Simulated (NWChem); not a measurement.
Everything below was run with NWChem. System: H2PbS2, charge 0, spin multiplicity 1, at a geometry optimised with PBE0/def2-SVP with def2 effective core potentials on Pb. The structure started from a generated list of species. Level: PBE0/def2-TZVP with def2 effective core potentials on Pb.

The NWChem input:

```
start mol
memory heap 200 mb stack 900 mb global 1100 mb
geometry units angstroms nocenter noautoz
  Pb     0.247091     0.449293     0.000000
  S      1.112351    -1.946729     0.000000
  H     -0.112891    -2.517921     0.000000
  S     -2.204448    -0.261425     0.000000
  H     -2.674993     1.006319     0.000000
  symmetry group Cs
end
basis spherical
  * library def2-tzvp
end
ecp
  Pb library def2-ecp
end
dft
  xc pbe0
  semidirect memsize 60000000 filesize 0
  iterations 100
end
task dft energy
```

Part of the output:

```
             Northwest Computational Chemistry Package (NWChem) 7.3.0
             --------------------------------------------------------

                                NWChem Input Module
                                -------------------

 Scaling coordinates for geometry "geometry" by  1.889725989
 (inverse scale =  0.529177249)

 Turning off AUTOSYM since
 SYMMETRY directive was detected!

                             Geometry "geometry" -> ""
                             -------------------------

 Output coordinates in angstroms (scale by  1.889725989 to convert to a.u.)

  No.       Tag          Charge          X              Y              Z
 ---- ---------------- ---------- -------------- -------------- --------------
    1 Pb                  82.0000     0.24709100     0.44929300     0.00000000
    2 S                   16.0000     1.11235100    -1.94672900     0.00000000
    3 H                    1.0000    -0.11289100    -2.51792100     0.00000000
    4 S                   16.0000    -2.20444800    -0.26142500     0.00000000
    5 H                    1.0000    -2.67499300     1.00631900     0.00000000

 Effective nuclear repulsion energy (a.u.)     627.2176456976

            Nuclear Dipole moment (a.u.)
            ----------------------------
        X                 Y               Z
 ---------------- ---------------- ----------------
     0.0000491329    -0.0000755890     0.0000000000

      Symmetry information
      --------------------

 Group name             Cs
 Group number              2
 Group order               2
 No. of unique centers     5

      Symmetry unique atoms

     1    2    3    4    5


 Summary of "ao basis" -> "" (spherical)
 ------------------------------------------------------------------------------
       Tag                 Description            Shells   Functions and Types
 ---------------- ------------------------------  ------  ---------------------
 *                         def2-tzvp                  on all atoms

                                 NWChem DFT Module
                                 -----------------
[...]
              MO Center= -4.0D-01, -1.1D+00,  2.5D-14, r^2= 4.9D+00
   Bfn.  Coefficient  Atom+Function         Bfn.  Coefficient  Atom+Function
  ----- ------------  ---------------      ----- ------------  ---------------
    67      0.383258  2 S  pz               110     -0.351560  4 S  pz
    70      0.292229  2 S  pz               113     -0.270562  4 S  pz
    64      0.171724  2 S  pz               107     -0.157629  4 S  pz
    58     -0.143230  2 S  pz               101      0.131357  4 S  pz
    61     -0.065631  2 S  pz               104      0.060178  4 S  pz

 Vector   29  Occ=0.000000D+00  E=-9.424315D-02  Symmetry=a"
              MO Center=  1.7D-01,  3.1D-01, -2.0D-15, r^2= 4.5D+00
   Bfn.  Coefficient  Atom+Function         Bfn.  Coefficient  Atom+Function
  ----- ------------  ---------------      ----- ------------  ---------------
    18      0.547734  1 Pb pz                12     -0.389910  1 Pb pz
    21      0.338479  1 Pb pz                15      0.303466  1 Pb pz
    70     -0.202791  2 S  pz               113     -0.201267  4 S  pz
    67     -0.153993  2 S  pz               110     -0.152148  4 S  pz
    64     -0.082961  2 S  pz               107     -0.082056  4 S  pz

 Vector   30  Occ=0.000000D+00  E=-3.206552D-02  Symmetry=a'
              MO Center=  2.0D-01,  2.5D-01,  1.1D-15, r^2= 6.5D+00
   Bfn.  Coefficient  Atom+Function         Bfn.  Coefficient  Atom+Function
  ----- ------------  ---------------      ----- ------------  ---------------
    19      0.651214  1 Pb px                16      0.397773  1 Pb px
   111      0.359872  4 S  px                90      0.296651  3 H  s
    10     -0.294813  1 Pb px                55     -0.291084  2 S  s
    98      0.283354  4 S  s                 13      0.242582  1 Pb px
   108      0.202864  4 S  px                 6     -0.175653  1 Pb s

 Vector   31  Occ=0.000000D+00  E=-2.353835D-02  Symmetry=a'
              MO Center=  2.8D-01,  3.7D-01,  1.2D-15, r^2= 6.8D+00
   Bfn.  Coefficient  Atom+Function         Bfn.  Coefficient  Atom+Function
  ----- ------------  ---------------      ----- ------------  ---------------
    20      0.745182  1 Pb py                69      0.459669  2 S  py
    17      0.404773  1 Pb py                 5     -0.393130  1 Pb s
    55      0.290111  2 S  s                 90      0.284703  3 H  s
    11     -0.279624  1 Pb py                 6     -0.260934  1 Pb s
    14      0.227683  1 Pb py               111      0.218071  4 S  px

 center of mass
 --------------
 x =   0.09425193 y =   0.14707238 z =   0.00000000

 moments of inertia (a.u.)
 ------------------
         610.956432495777         111.450775781800           0.000000000000
         111.450775781800         764.821230274954           0.000000000000
           0.000000000000           0.000000000000        1375.777662770731

     Multipole analysis of the density
     ---------------------------------

     L   x y z        total         alpha         beta         nuclear
     -   - - -        -----         -----         ----         -------
     0   0 0 0      0.000000    -28.000000    -28.000000     56.000000

     1   1 0 0      0.269735     14.142871     14.142871    -28.016008
     1   0 1 0      1.318389     26.130452     26.130452    -50.942515
     1   0 0 1      0.000000      0.000000      0.000000      0.000000

     2   2 0 0    -44.349765   -211.552299   -211.552299    378.754833
     2   1 1 0      0.953060     45.814152     45.814152    -90.675244
     2   1 0 1     -0.000000     -0.000000     -0.000000      0.000000
     2   0 2 0    -41.122468   -151.839211   -151.839211    262.555953
     2   0 1 1     -0.000000     -0.000000     -0.000000      0.000000
     2   0 0 2    -41.203958    -20.601979    -20.601979      0.000000

 Task  times  cpu:        8.6s     wall:        8.6s

 Total times  cpu:        8.6s     wall:        8.6s
```
